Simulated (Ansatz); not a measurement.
# SiF3 (trifluorosilyl): methods side by side

The species is SiF3 (4 atoms), meant as a doublet with charge 0. SMILES: `F[Si](F)F`. The coordinates come from a GFN2-xTB relaxation.

Each level gives the vertical electron affinity (to the singlet anion) (eV). The values are calculated.

The electron affinity is E(neutral) − E(anion): positive where the electron is bound.

```json
{"level": "UHF/STO-3G", "kind": "Hartree–Fock", "program": "Ansatz", "value (eV)": "-4.57", "less FCI/STO-3G": "+0.64", "CPU time (all runs)": "0.15 s"}
{"level": "USVWN5/STO-3G", "kind": "LDA", "program": "Ansatz", "value (eV)": "-4.94", "less FCI/STO-3G": "+0.27", "CPU time (all runs)": "0.66 s"}
{"level": "UPBE/STO-3G", "kind": "GGA", "program": "Ansatz", "value (eV)": "-4.99", "less FCI/STO-3G": "+0.22", "CPU time (all runs)": "1.2 s"}
{"level": "U-r2SCAN/STO-3G", "kind": "meta-GGA", "program": "Ansatz", "value (eV)": "-4.73", "less FCI/STO-3G": "+0.48", "CPU time (all runs)": "2.9 s"}
{"level": "UBHLYP/STO-3G", "kind": "global hybrid", "program": "Ansatz", "value (eV)": "-4.17", "less FCI/STO-3G": "+1.04", "CPU time (all runs)": "1.3 s"}
{"level": "U-wB97M-V/STO-3G", "kind": "range-separated hybrid", "program": "Ansatz", "value (eV)": "-4.51", "less FCI/STO-3G": "+0.70", "CPU time (all runs)": "15 s"}
{"level": "UCCSD/STO-3G", "kind": "coupled cluster or CI", "program": "Ansatz", "value (eV)": "-5.10", "less FCI/STO-3G": "+0.11", "CPU time (all runs)": "0.28 s"}
{"level": "UCCSDT(Q)/STO-3G", "kind": "coupled cluster or CI", "program": "Ansatz", "value (eV)": "-5.22", "less FCI/STO-3G": "-0.01", "CPU time (all runs)": "1.7 s"}
{"level": "FCI/STO-3G", "kind": "exact in the basis", "program": "Ansatz", "value (eV)": "-5.21", "less FCI/STO-3G": "0.00", "CPU time (all runs)": "2.8 s"}
```

FCI/STO-3G is exact within its basis and frozen core, so for wave-function methods in that basis the difference is their error; functionals converge differently with the basis, so for them it is only a difference. The values span -5.22 to -4.17 eV. All rows use very small basis sets, so even the best lies far from the true value. Negative values mean that the anion is unbound at that level; they are set by how diffuse the basis is and aren't properties of the molecule. Times are those of the runs behind each value, whatever else they computed, on shared processors of several kinds: orders of magnitude only.
